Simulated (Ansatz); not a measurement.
Molecular dynamics, step by step

AlH$_{5}$SO$_{3}$, singlet, PBE0-D4/def2-SVP (Ansatz 0.2.0). Settings (timestep in fs, temperature in K; T counts 24 degrees of freedom):

```yaml
hamiltonian: {xc: pbe0, dispersion: d4}
md: {n_steps: 40, timestep: 0.75, temperature: 300, ensemble: nve, seed: 276, initial_velocities: maxwell_boltzmann}
```

Start, the saddle point found with PBE0-D4 in triple zeta (not stationary at another level):

```
atom    x (Å)    y (Å)    z (Å)
 Al1   0.0437  -0.3533   0.1980
  S2   0.8607   1.1112  -1.5354
  O3   1.2075  -0.6752   1.3978
  O4  -0.8582  -1.5269  -0.6370
  H5  -0.0767   1.6129  -0.4235
  O6  -0.8132   1.1619   0.6598
  H7  -0.1633   0.7907  -2.3454
  H8   1.7648  -1.4501   1.3943
  H9  -1.3385  -2.2376  -0.2192
 H10  -0.6266   1.5665   1.5107
```

| step | time (fs) | potential energy less the start (meV) | kinetic energy (meV) | T (K) |
| --- | --- | --- | --- | --- |
| 0 | 0.00 | 0.0 | 310.2 | 300 |
| 2 | 1.50 | 53.9 | 259.5 | 251 |
| 4 | 3.00 | 60.5 | 251.3 | 243 |
| 6 | 4.50 | 77.2 | 234.3 | 227 |
| 8 | 6.00 | 120.3 | 192.9 | 187 |
| 10 | 7.50 | 111.8 | 199.8 | 193 |
| 12 | 9.00 | 125.5 | 186.5 | 180 |
| 14 | 10.50 | 135.6 | 177.4 | 172 |
| 16 | 12.00 | 110.3 | 200.1 | 193 |
| 18 | 13.50 | 158.3 | 154.6 | 149 |
| 20 | 15.00 | 169.7 | 143.7 | 139 |
| 22 | 16.50 | 116.4 | 194.8 | 188 |
| 24 | 18.00 | 91.1 | 222.1 | 215 |
| 26 | 19.50 | 13.4 | 298.1 | 288 |
| 28 | 21.00 | -37.7 | 345.6 | 334 |
| 30 | 22.50 | 71.8 | 241.1 | 233 |
| 32 | 24.00 | 34.6 | 277.9 | 269 |
| 34 | 25.50 | -102.4 | 408.2 | 395 |
| 36 | 27.00 | -13.3 | 325.6 | 315 |
| 38 | 28.50 | 43.2 | 269.2 | 260 |
| 40 | 30.00 | 10.0 | 303.4 | 293 |

Step 18, positions (Å) and forces (eV/Å):

| atom | x | y | z | Fx | Fy | Fz |
| --- | --- | --- | --- | --- | --- | --- |
| Al1 | 0.047 | -0.332 | 0.216 | 0.105 | 0.052 | -0.432 |
| S2 | 0.875 | 1.129 | -1.552 | 0.153 | 0.284 | 1.188 |
| O3 | 1.234 | -0.736 | 1.380 | 0.232 | -0.883 | -0.120 |
| O4 | -0.857 | -1.526 | -0.578 | -0.467 | -0.800 | -0.001 |
| H5 | -0.231 | 1.660 | -0.403 | -0.065 | -0.444 | 0.272 |
| O6 | -0.855 | 1.173 | 0.647 | 0.175 | 0.968 | 0.307 |
| H7 | 0.047 | 0.634 | -2.457 | -0.654 | -0.226 | -0.488 |
| H8 | 1.541 | -1.640 | 1.172 | 0.059 | 0.714 | 0.433 |
| H9 | -1.240 | -2.377 | -0.310 | 0.348 | 0.804 | -0.144 |
| H10 | -0.871 | 1.635 | 1.518 | 0.113 | -0.470 | -1.015 |

Step 26, positions (Å) and forces (eV/Å):

```
atom       x       y       z      Fx      Fy      Fz
 Al1   0.049  -0.322   0.217   1.172  -0.778  -0.950
  S2   0.879   1.136  -1.552  -0.768  -0.654   0.039
  O3   1.250  -0.773   1.374  -0.614   0.655   0.022
  O4  -0.862  -1.530  -0.559  -0.087   0.470  -0.173
  H5  -0.386   1.660  -0.275  -0.301  -0.204   0.768
  O6  -0.870   1.188   0.628  -0.003   0.078  -1.509
  H7   0.043   0.577  -2.501   0.396   0.352   0.581
  H8   1.573  -1.657   1.226   0.316  -0.387   0.064
  H9  -1.185  -2.388  -0.319  -0.121  -0.311   0.194
 H10  -0.929   1.668   1.438   0.010   0.779   0.964
```

Step 38, positions (Å) and forces (eV/Å):

```json
{"atom": "Al1", "x": "0.081", "y": "-0.326", "z": "0.194", "Fx": "1.188", "Fy": "-0.224", "Fz": "-0.782"}
{"atom": "S2", "x": "0.878", "y": "1.136", "z": "-1.542", "Fx": "0.207", "Fy": "-0.066", "Fz": "0.888"}
{"atom": "O3", "x": "1.255", "y": "-0.818", "z": "1.365", "Fx": "-0.534", "Fy": "0.675", "Fz": "0.018"}
{"atom": "O4", "x": "-0.877", "y": "-1.528", "z": "-0.534", "Fx": "-0.389", "Fy": "-0.080", "Fz": "-0.071"}
{"atom": "H5", "x": "-0.530", "y": "1.869", "z": "-0.218", "Fx": "-0.474", "Fy": "-2.203", "Fz": "1.354"}
{"atom": "O6", "x": "-0.914", "y": "1.218", "z": "0.618", "Fx": "0.465", "Fy": "1.919", "Fz": "-1.705"}
{"atom": "H7", "x": "0.080", "y": "0.574", "z": "-2.444", "Fx": "-0.437", "Fy": "-0.220", "Fz": "-0.433"}
{"atom": "H8", "x": "1.700", "y": "-1.664", "z": "1.366", "Fx": "-0.030", "Fy": "-0.007", "Fz": "-0.084"}
{"atom": "H9", "x": "-1.109", "y": "-2.417", "z": "-0.256", "Fx": "0.089", "Fy": "0.266", "Fz": "0.026"}
{"atom": "H10", "x": "-0.976", "y": "1.805", "z": "1.370", "Fx": "-0.087", "Fy": "-0.060", "Fz": "0.790"}
```

Last step (40):

Al1  (0.090, -0.329, 0.187)
S2  (0.878, 1.135, -1.539)
O3  (1.252, -0.822, 1.363)
O4  (-0.881, -1.527, -0.531)
H5  (-0.549, 1.869, -0.214)
O6  (-0.924, 1.226, 0.617)
H7  (0.061, 0.561, -2.457)
H8  (1.724, -1.670, 1.387)
H9  (-1.097, -2.428, -0.235)
H10  (-0.987, 1.828, 1.394)
(Å)

Hardware: 4 CPU threads of an Arm Neoverse V1, shared host. Wall time about 54 s.
